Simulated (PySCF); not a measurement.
Job file and geometry (Å, from GFN2-xTB) of an NMR shielding run on SMILES C=C1[C@@H](COC)[C@H]1OC(F)F, C₇H₁₀F₂O₂, GIAO PBE0/pcSseg-1 NMR shielding, non-relativistic, gas phase in PySCF; density fitting, a coarse starting grid and PySCF grid level 2 are the driver's defaults:

```
$ OMP_NUM_THREADS=1 python probes_run.py task.json out

{"job": {"kind": "nmr", "xc": "PBE0", "basis": "pcSseg-1"}, "charge": 0, "multiplicity": 1}
C      0.413540     2.891225    -1.448848
C      0.599697     1.910487    -0.604662
C      0.110674     1.104318     0.521171
C     -1.084923     0.200726     0.321726
O     -0.993452    -0.869787     1.239622
C     -2.051650    -1.788110     1.122291
C      1.427902     0.775198    -0.183878
O      1.495689    -0.340300    -1.044602
C      1.643985    -1.527112    -0.415163
F      2.955166    -1.780218    -0.137881
F      1.255261    -2.502625    -1.251943
H     -0.450080     3.532902    -1.386398
H      1.121472     3.096254    -2.234429
H      0.186419     1.500073     1.527375
H     -1.098308    -0.179897    -0.711042
H     -2.015082     0.764673     0.493984
H     -2.065770    -2.249574     0.127527
H     -1.882545    -2.553008     1.877310
H     -3.018567    -1.303062     1.301788
H      2.356301     0.957737     0.351804
H      1.085348    -1.622958     0.533778
```

Problem. Write the output of this run.

Solution. 
```
coarse grid: 18152 points
cycle   1  E = -621.8092307195  dE =  1.852e+00  |g| = 9.737e-01  |ddm| = 4.114e+00
cycle   2  E = -621.6604762739  dE =  1.488e-01  |g| = 1.383e+00  |ddm| = 1.490e+00
cycle   3  E = -621.9734249118  dE = -3.129e-01  |g| = 8.294e-02  |ddm| = 9.306e-01
cycle   4  E = -621.9742230639  dE = -7.982e-04  |g| = 5.387e-02  |ddm| = 1.035e-01
cycle   5  E = -621.9747913592  dE = -5.683e-04  |g| = 1.204e-02  |ddm| = 5.215e-02
cycle   6  E = -621.9748166481  dE = -2.529e-05  |g| = 4.349e-03  |ddm| = 1.041e-02
cycle   7  E = -621.9748210212  dE = -4.373e-06  |g| = 1.086e-03  |ddm| = 3.954e-03
final grid: 177800 points
cycle   8  E = -622.0765140357  dE = -6.075e-05  |g| = 1.422e-02  |ddm| = 4.699e-02
cycle   9  E = -622.0764814016  dE =  3.263e-05  |g| = 2.000e-02  |ddm| = 2.141e-02
cycle  10  E = -622.0765512502  dE = -6.985e-05  |g| = 1.662e-03  |ddm| = 1.300e-02
cycle  11  E = -622.0765518360  dE = -5.858e-07  |g| = 2.721e-04  |ddm| = 1.567e-03
cycle  12  E = -622.0765518453  dE = -9.270e-09  |g| = 1.446e-04  |ddm| = 3.006e-04
cycle  13  E = -622.0765518487  dE = -3.388e-09  |g| = 3.205e-05  |ddm| = 1.160e-04
cycle  14  E = -622.0765518489  dE = -1.980e-10  |g| = 1.310e-05  |ddm| = 3.762e-05
converged SCF energy = -622.0765518489

GIAO shielding tensors (ppm)
atom      isotropic    diamagn.    paramagn.     s11        s22        s33       span
  0 C       69.060     255.737    -186.678    -37.644     72.571    172.252    209.896
  1 C       47.228     268.613    -221.385    -48.086      3.381    186.389    234.475
  2 C      158.961     247.194     -88.233    131.491    143.254    202.139     70.648
  3 C      113.797     246.182    -132.384     77.006     96.468    167.918     90.912
  4 O      305.074     398.875     -93.801    269.975    315.411    329.836     59.860
  5 C      126.349     243.241    -116.892     95.661     99.011    184.375     88.714
  6 C      131.391     246.478    -115.088     84.153    111.394    198.625    114.473
  7 O      222.164     399.686    -177.522    159.217    233.111    274.164    114.947
  8 C       59.623     247.289    -187.666     43.959     62.946     71.963     28.004
  9 F      272.115     470.807    -198.692    189.314    265.018    362.013    172.700
 10 F      273.612     471.887    -198.275    178.589    299.432    342.815    164.226
 11 H       25.675      30.730      -5.055     22.909     23.870     30.246      7.337
 12 H       25.420      29.230      -3.811     22.725     23.589     29.945      7.219
 13 H       29.673      31.656      -1.983     24.504     26.837     37.677     13.173
 14 H       28.507      32.698      -4.191     25.870     29.553     30.097      4.227
 15 H       27.843      31.241      -3.398     22.949     28.099     32.480      9.531
 16 H       28.322      29.467      -1.146     23.917     26.923     34.125     10.208
 17 H       27.795      28.113      -0.318     23.915     24.939     34.531     10.616
 18 H       28.316      27.967       0.349     24.316     25.687     34.945     10.629
 19 H       27.596      30.826      -3.230     21.786     26.770     34.231     12.445
 20 H       24.751      31.355      -6.603     20.220     23.736     30.297     10.076
```

Problem. Turn these shieldings into chemical shifts. References, each an isolated molecule treated in the same way: 13C (σ = 186.93 ppm), 1H (σ = 31.72 ppm) vs TMS; 17O (σ = 336.08 ppm) vs H2O; CFCl3 for 19F (σ = 170.95 ppm).

Solution. Averaging equivalent atoms: C 1: 139.7; C 8: 127.3; C 0: 117.9; C 3: 73.1; C 5: 60.6; C 6: 55.5; C 2: 28.0; O 7: 113.9; O 4: 31.0; F 9: -101.2; F 10: -102.7; H 20: 6.97; H 12: 6.30; H 11: 6.04; H 19: 4.12; H 15: 3.87; H 16/17/18: 3.57; H 14: 3.21; H 13: 2.04 ppm. Unscaled 19F shifts against computed CFCl3 carry errors that often reach 10 to 50 ppm. Experimental scales use liquid or dissolved standards, which lie at an offset from isolated H2O (liquid H2O: subtract about 36 ppm).

Size and cost of the density-fitted run: 237 basis functions, 51 s wall time on 1 thread of an Arm Neoverse V1, shared host; peak memory 1.1 GiB.
